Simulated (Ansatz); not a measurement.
Consider the cleavage of the B–Si bond: `FB[Si](F)(F)F` + `CC(O)Cl` → `CC(Cl)OBF` + `F[SiH](F)F`.

Calculated with Ansatz (gas phase, PBE0-D4/def2-TZVP geometries, no zero-point term in ΔE). CBS: MP2 limit from def2 TZ/QZ plus the TZ coupled-cluster correction, frozen cores. Functionals use def2-TZVPP. B3LYP here is the variant with VWN-RPA as its local correlation; programs differ in this. One conformer a species, not always the lowest.

CCSD(T)/CBS gives -181.6 kJ/mol.

**Question.** Another level gave -176.1 kJ/mol. Which?
A. B3LYP/def2-TZVPP
B. PBE-QIDH/def2-TZVPP
C. PBE0-D4/def2-TZVPP
D. MP2/def2-TZVPP

**Answer.** A. B3LYP -176.1, PBE0-D4 -169.6, MP2/def2-TZVPP -190.2, PBE-QIDH -180.9 kJ/mol.

Largest T1 diagnostic among the species: 0.013.

At CCSD(T), def2-SVP lies −17.2 kJ/mol from the extrapolated value and def2-TZVPP −1.6 kJ/mol. From PBE to PBE0 (25 % exact exchange), in def2-TZVPP and without D4, ΔE moves by −7.7 kJ/mol.

CCSD(T)/CBS has its own doubt, a few kJ/mol and more with outer-core shells, so smaller differences from it don't rank the levels.
